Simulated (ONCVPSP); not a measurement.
# An all-electron radial function and its pseudo partner (V (Z = 23))

Columns: radius, all-electron u(r) and pseudo u(r) of the 3s shell (level -86.45 eV) of vanadium in the configuration [Ne] 3s2 3p6 3d3; LDA (Perdew-Wang 92), scalar-relativistic, ONCV scheme, ONCVPSP 4.0.1.

| r (bohr) | all-electron | pseudo |
| --- | --- | --- |
| 0.118 | -0.2571 | 0.1800 |
| 0.235 | -0.5840 | 0.3648 |
| 0.353 | -0.1367 | 0.5580 |
| 0.470 | 0.4392 | 0.7452 |
| 0.588 | 0.8642 | 0.9080 |
| 0.705 | 1.0838 | 1.0206 |
| 0.822 | 1.1430 | 1.0701 |
| 0.940 | 1.0978 | 1.0538 |
| 1.058 | 0.9950 | 0.9793 |
| 1.175 | 0.8692 | 0.8667 |
| 1.292 | 0.7396 | 0.7395 |
| 1.410 | 0.6163 | 0.6163 |
| 1.528 | 0.5061 | 0.5061 |
| 1.645 | 0.4116 | 0.4116 |
| 1.763 | 0.3311 | 0.3311 |
| 1.880 | 0.2649 | 0.2649 |
| 1.998 | 0.2102 | 0.2102 |
| 2.115 | 0.1663 | 0.1663 |
| 2.232 | 0.1310 | 0.1310 |
| 2.350 | 0.1026 | 0.1026 |
| 2.468 | 0.0800 | 0.0800 |
| 2.585 | 0.0624 | 0.0624 |
| 2.702 | 0.0485 | 0.0485 |
| 2.820 | 0.0376 | 0.0376 |
| 2.938 | 0.0290 | 0.0290 |
| 3.055 | 0.0224 | 0.0224 |

(1) How many radial nodes do the two functions have?

(2) At about which radius was the pseudo-wave matched?

(3) Where does each function peak?

(4) Is the pseudo-wave norm-conserving?

Answers

(1) The all-electron 3s function has n − l − 1 = 2 (the table is too coarse to show those close to the nucleus); the pseudo-wave has 0, since the states of the same l below it are removed with the core.

(2) 1.35 bohr, where the columns begin to agree (steps of 0.12 bohr).

(3) Outermost all-electron maximum near 0.82 bohr, pseudo maximum near 0.82 bohr (to the table’s step).

(4) Yes: the ONCV scheme keeps the norm inside the radius equal to the all-electron one, which fixes the energy derivative of the logarithmic derivative at the level.
